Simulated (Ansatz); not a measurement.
W₃S₈: single points at one geometry.

```yaml
crystal:
  periodic: [false, false, false]
  atoms:
    - {symbol: W, position_ang: [-0.329189, -2.134604, 0.238939]}
    - {symbol: W, position_ang: [1.134186, 1.593003, -0.946625]}
    - {symbol: W, position_ang: [-1.100313, 0.689777, 0.811723]}
    - {symbol: S, position_ang: [1.447581, 1.002787, -2.964197]}
    - {symbol: S, position_ang: [-0.114674, -3.002213, -1.689380]}
    - {symbol: S, position_ang: [-1.188232, 1.357562, 2.809975]}
    - {symbol: S, position_ang: [1.075472, -0.244652, 0.560130]}
    - {symbol: S, position_ang: [-2.429082, -1.159415, 0.438174]}
    - {symbol: S, position_ang: [-0.040502, -3.575904, 1.772510]}
    - {symbol: S, position_ang: [2.562612, 3.040719, -0.333327]}
    - {symbol: S, position_ang: [-1.017847, 2.432939, -0.697923]}
basis:
  gaussian: {orbitals: def2-TZVP, initial_orbitals: start.molden}
hamiltonian: {xc: pbe, dispersion: d4}
scf: {omitted_lower_state_checks: [starts]}
output: {forces: true, orbitals: {seedname: orbitals}}
```

The file start.molden holds the orbitals of an earlier run on this structure, at another level or in another basis.

```sh
$ ansatz run in.yaml --threads 4 --pin off --events-out ev --progress --plain --max-ram 6963MiB
```

It prints (some lines left out):

```
Functional definition: PBE
3060 factors; their error is unknown
mean field evaluation 1: about -92145.8446 eV, gradient 2.2e1 eV
mean field evaluation 2: about -92146.1903 eV, gradient 5.5e-1 eV
mean field evaluation 4: about -92146.1555 eV, gradient 9.5e-2 eV
mean field evaluation 8: about -92146.1555 eV, gradient 2.4e-5 eV
mean field -92146.15553465 eV, -3386.3087569908 hartree, gradient 2.4e-5 eV, S^2 0.000000; 0 other end points of the search recorded, 0 dependent functions left out
reference -92146.15558703 eV, -3386.3087589158 hartree; 85, 85 occupied and 331, 331 virtual orbitals, 3060 factors
Total energy: -92147.37090646 eV, -3386.3534210812 hartree
Atom 0 at    -0.329189    -2.134604     0.238939 Å, force    -0.057341     0.533433     0.049772 eV/Å
Atom 1 at     1.134186     1.593003    -0.946625 Å, force    -0.365559    -0.255111     0.303071 eV/Å
Atom 2 at    -1.100313     0.689777     0.811723 Å, force     0.308530    -0.331099    -0.664067 eV/Å
Atom 3 at     1.447581     1.002787    -2.964197 Å, force     0.065556    -0.173452    -0.477930 eV/Å
Atom 4 at    -0.114674    -3.002213    -1.689380 Å, force     0.060924    -0.181980    -0.476061 eV/Å
Atom 5 at    -1.188232     1.357562     2.809975 Å, force    -0.072732     0.200507     0.546584 eV/Å
Atom 6 at     1.075472    -0.244652     0.560130 Å, force    -0.120456     0.058988     0.035740 eV/Å
Atom 7 at    -2.429082    -1.159415     0.438174 Å, force    -0.115369     0.126955     0.030465 eV/Å
Atom 8 at    -0.040502    -3.575904     1.772510 Å, force     0.090490    -0.347882     0.405087 eV/Å
Atom 9 at     2.562612     3.040719    -0.333327 Å, force     0.366770     0.356605     0.180403 eV/Å
Atom 10 at    -1.017847     2.432939    -0.697923 Å, force    -0.160813     0.013036     0.066935 eV/Å
Dipole moment:    -0.277301     0.183199     0.232722 e Å
Checks for a lower state left out: starts
```

It took 19 s on 4 threads of Intel Xeon Platinum 8488C on a shared host, peak host memory 1.5 GiB.

As the first input, with `hamiltonian: {xc: {name: r2SCAN0}, dispersion: d4}`, `output: {orbitals: {seedname: orbitals}}` (abridged; 44 s):

```
Functional definition: r2SCAN0
the host lacks memory for fits, so the integrals are decomposed
mean field -92169.13929161 eV, -3387.1533944802 hartree, gradient 8.8e-6 eV, S^2 0.000000
Total energy: -92169.51492423 eV, -3387.1671987243 hartree
Checks for a lower state left out: starts
```

First input, but with `gaussian: {orbitals: def2-SVP, initial_orbitals: start.molden}`, `hamiltonian: {xc: pbe}`, `correlation: {method: rpa}` and without the key `output` (abridged; 18 s):

```
Functional definition: PBE
mean field -92114.56007221 eV, -3385.1476451623 hartree, gradient 3.5e-6 eV, S^2 0.000000
40 core orbitals not correlated: weight in the atoms' cores, before any rotation towards them, 1.000 or more for the frozen orbitals, at most 0.000 for the correlated occupied ones
Total energy: -92019.69374479 eV, -3381.6613719325 hartree
Checks for a lower state left out: starts
```

First input, but with `gaussian: {orbitals: def2-SVP, initial_orbitals: start.molden}`, `hamiltonian: {xc: pbe0, dispersion: d4}`, `output: {orbitals: {seedname: orbitals}}` (abridged; 17 s):

```
Functional definition: PBE0
mean field -92115.47727599 eV, -3385.1813517797 hartree, gradient 1.9e-5 eV, S^2 0.000000
Total energy: -92116.56761133 eV, -3385.2214208644 hartree
Checks for a lower state left out: starts
```

First input, but with `hamiltonian: {xc: r2scan, dispersion: d4}`, `output: {orbitals: {seedname: orbitals}}` (abridged; 27 s):

```
Functional definition: r2SCAN
mean field -92176.50107156 eV, -3387.4239349033 hartree, gradient 1.7e-5 eV, S^2 0.000000
Total energy: -92176.79021554 eV, -3387.4345607487 hartree
Checks for a lower state left out: starts
```

The first input with `hamiltonian: {xc: pbe0, dispersion: d4}`, `output: {orbitals: {seedname: orbitals}}` (abridged; 69 s):

```
Functional definition: PBE0
mean field -92147.11775811 eV, -3386.3441180508 hartree, gradient 1.5e-5 eV, S^2 0.000000
Total energy: -92148.20807107 eV, -3386.3841863132 hartree
Checks for a lower state left out: starts
```

As the first input, with `hamiltonian: {xc: lda}`, `output: {orbitals: {seedname: orbitals}}` (abridged; 9 s):

```
Functional definition: SPW92
mean field -91875.34987504 eV, -3376.3568325590 hartree, gradient 5.6e-5 eV, S^2 0.000000
Total energy: -91875.34992350 eV, -3376.3568343397 hartree
Checks for a lower state left out: starts
```

Geometry: PBE0-D4/def2-SVP.

In the def2 sets W takes a core potential; there is no spin–orbit coupling. Correlated methods freeze 40 core orbitals; core or outer-core shells of W are correlated, in sets that lack core-valence functions. The restricted singlet is unstable towards broken spin symmetry in Hartree–Fock (as tested in another run); at PBE-D4/def2-TZVP, r2SCAN0-D4/def2-TZVP, PBE0-D4/def2-SVP, r2SCAN-D4/def2-TZVP and others this wasn't settled. The structure comes from a short search, and lower isomers may exist.
